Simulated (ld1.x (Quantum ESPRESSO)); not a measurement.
# Varying the PAW potential for O

Base potential:

```
Element                 : O (Z = 8)
Generator               : ld1.x (Quantum ESPRESSO) 7.5
Type                    : PAW
Functional              : PBE
Relativity              : non-relativistic
Frozen core             : [He]
Valence charge          : 6
Reference configuration : 2s2 2p4
Partial waves           : 2s (bound): rcut 0.70, rcutus 0.80 bohr; 2s channel at -1.35 Ry: rcut 0.70, rcutus 0.80 bohr; 2p (bound): rcut 0.85, rcutus 1.15 bohr; 2p channel at 0.85 Ry: rcut 0.85, rcutus 1.15 bohr
Local potential         : all-electron potential smoothed inside 0.60 bohr (lloc = -1)
Core correction         : Bessel-smoothed model core inside 0.40 bohr
Augmentation charge     : BESSEL, radius 0.70 bohr
```

All-electron outer shells of the reference configuration (PBE, non-relativistic, ld1.x):

```
shell  level (eV)  outermost node (bohr)  outermost maximum (bohr)
   2s      -23.91                   0.28                      0.87
   2p       -9.04                      –                      0.82
```

Cutoffs, loose and tight: the cutoffs (Ry, on a coarse ladder) from which the occupation-weighted sum of valence levels, in a spherical-Bessel basis at the reference potential, stays within 10 and 1 mRy of its value at 400 Ry. They do not see the model core or the augmentation charge, which bear on the density cutoff. Test errors are all-electron minus pseudo excitation energies from the reference, over the configurations 2s2 2p3; 2s2 2p2; 2s2 2p1; 2s1 2p4; 2s2 2p0; 2s1 2p5; 2s2 2p4.3. A dash means not determined; rows that change the core or the reference have their own tests.

| change | outcome | cutoff, loose | cutoff, tight | bound ghosts | largest test error (meV) |
| --- | --- | --- | --- | --- | --- |
| base | generated | 55 Ry | 100 Ry | none | -23 |
| wave 2s channel at -1.35 Ry: rcut 0.70, rcutus 0.80 bohr becomes 2s channel at -1.63 Ry: rcut 0.70, rcutus 0.80 bohr | generated | 55 Ry | 100 Ry | none | -24 |
| wave 2s channel at -1.35 Ry: rcut 0.70, rcutus 0.80 bohr becomes 2s channel at -1.49 Ry: rcut 0.70, rcutus 0.80 bohr | generated | 55 Ry | 100 Ry | none | -23 |
| wave 2s channel at -1.35 Ry: rcut 0.70, rcutus 0.80 bohr becomes 2s channel at -1.24 Ry: rcut 0.70, rcutus 0.80 bohr | generated | 55 Ry | 100 Ry | none | -23 |
| wave 2s channel at -1.35 Ry: rcut 0.70, rcutus 0.80 bohr becomes 2s channel at -0.96 Ry: rcut 0.70, rcutus 0.80 bohr | generated | 55 Ry | 100 Ry | none | -22 |
| wave 2s channel at -1.35 Ry: rcut 0.70, rcutus 0.80 bohr becomes 2s channel at -0.06 Ry: rcut 0.70, rcutus 0.80 bohr | generated | 55 Ry | 100 Ry | none | -21 |
| wave 2s channel at -1.35 Ry: rcut 0.70, rcutus 0.80 bohr becomes 2s channel at 1.53 Ry: rcut 0.70, rcutus 0.80 bohr | generated | 55 Ry | 100 Ry | none | -19 |
| wave 2s channel at -1.35 Ry: rcut 0.70, rcutus 0.80 bohr becomes 2s channel at 3.38 Ry: rcut 0.70, rcutus 0.80 bohr | generated | 55 Ry | 100 Ry | none | -17 |
